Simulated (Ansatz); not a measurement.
WF2H4, SMILES [F][WH4][F], multiplicity 1. Atoms are numbered in the order given.

```xyz
7

W      0.0000     0.0000    -0.1118
F      1.8169     0.0000     0.3966
F     -1.8169     0.0000     0.3966
H     -0.8723     0.0000    -1.5531
H      0.0000    -1.4620     0.7163
H      0.0000     1.4620     0.7163
H      0.8723     0.0000    -1.5531
```

Geometry: PBE0-D3(BJ)/def2-TZVP. The multiplicity is an assumed one; no other spin state was optimised. The structure was generated by enumeration; whether it is a known compound was not checked. The def2 effective core potentials stand for the cores of W; spin–orbit coupling is left out.

Two levels are set side by side: PBE-D3(BJ)/def2-TZVP (Ansatz, an electronic-structure program) and PBE0-D3(BJ)/def2-TZVP (Ansatz). Each level has its own optimised geometry; the coordinates shown are those of the second. Differences are taken from unrounded values.

```json
[
 {"quantity": "mean bond length (Å)", "PBE0-D3(BJ)": "1.751"},
 {"quantity": "bond W1–F2 (Å)", "PBE0-D3(BJ)": "1.887"},
 {"quantity": "bond W1–F3 (Å)", "PBE0-D3(BJ)": "1.887"},
 {"quantity": "bond W1–H4 (Å)", "PBE0-D3(BJ)": "1.685"},
 {"quantity": "bond W1–H5 (Å)", "PBE0-D3(BJ)": "1.680"},
 {"quantity": "bond W1–H6 (Å)", "PBE0-D3(BJ)": "1.680"},
 {"quantity": "bond W1–H7 (Å)", "PBE0-D3(BJ)": "1.685"}
]
```

Problem. What does PBE-D3(BJ) give, and how far is it from PBE0-D3(BJ)? (An estimate is asked for; the answer gives what the named calculation found.)

Solution. 
```tsv
quantity	PBE-D3(BJ)	PBE-D3(BJ) minus PBE0-D3(BJ)
mean bond length (Å)	1.766	0.015
bond W1–F2 (Å)	1.904	0.017
bond W1–F3 (Å)	1.904	0.017
bond W1–H4 (Å)	1.701	0.016
bond W1–H5 (Å)	1.693	0.013
bond W1–H6 (Å)	1.693	0.013
bond W1–H7 (Å)	1.701	0.016
```

Exact exchange shortens and stiffens bonds; PBE has none. Differences between two approximate levels are no errors against the true value.
